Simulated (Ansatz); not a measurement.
C3H9HfIO3, SMILES `C[O][Hf]([I])([O]C)[O]C`, 17 atoms. Charge 0, multiplicity 1. Correlated methods freeze the filled d shell of I. Correlated methods include outer-core shells of Hf, which these sets cover unevenly. Hf, I takes the def2 core potential. All runs use 4 threads of an AMD EPYC 7R13 on a shared host and a share of an NVIDIA H100 80 GB. Correlated methods freeze the cores. Open-shell runs search over several starts.

(1) Give the basis size and wall time and peak host memory of each of these runs in Ansatz. RHF-CCSD(T)/def2-TZVPP energy; RHF-MP2/def2-QZVPP energy; RKS PBE0-D4/def2-SVP energy; UKS r2SCAN-D4/def2-TZVPP energy of the cation; RKS ωB97M-V/def2-SVP energy; RKS ωB97M-V/def2-QZVPP energy; UKS B2PLYP (frozen core)/def2-TZVPP energy of the cation; RKS LC-ωPBE/def2-TZVPP energy; RKS PBE0-D4/def2-QZVPP energy; RHF-CCSD(T)/def2-SVP energy; UHF-CCSD(T)/def2-TZVPP energy of the cation; RKS BLYP-D4/def2-TZVPP energy. (Estimate.)

Answers

(1) The calculation gave: Other jobs shared the machine, so times are rough.

```tsv
level	job	functions	wall time	peak host memory (GiB)
RKS BLYP-D4/def2-TZVPP	energy	418	12 s	0.94
RHF-MP2/def2-QZVPP	energy	775	21 s	1.4
RKS PBE0-D4/def2-QZVPP	energy	775	22 s	1.3
RKS LC-ωPBE/def2-TZVPP	energy	418	24 s	0.96
RKS ωB97M-V/def2-QZVPP	energy	775	26 s	1.5
RKS ωB97M-V/def2-SVP	energy	187	28 s	1
RKS PBE0-D4/def2-SVP	energy	187	28 s	0.85
RHF-CCSD(T)/def2-SVP	energy	187	32 s	0.82
UKS B2PLYP (frozen core)/def2-TZVPP	energy of the cation	418	41 s	2
UKS r2SCAN-D4/def2-TZVPP	energy of the cation	418	44 s	1.2
RHF-CCSD(T)/def2-TZVPP	energy	418	57 s	0.91
UHF-CCSD(T)/def2-TZVPP	energy of the cation	418	10 min	1.9
```

LC-ωPBE has ω = 0.4 bohr⁻¹.
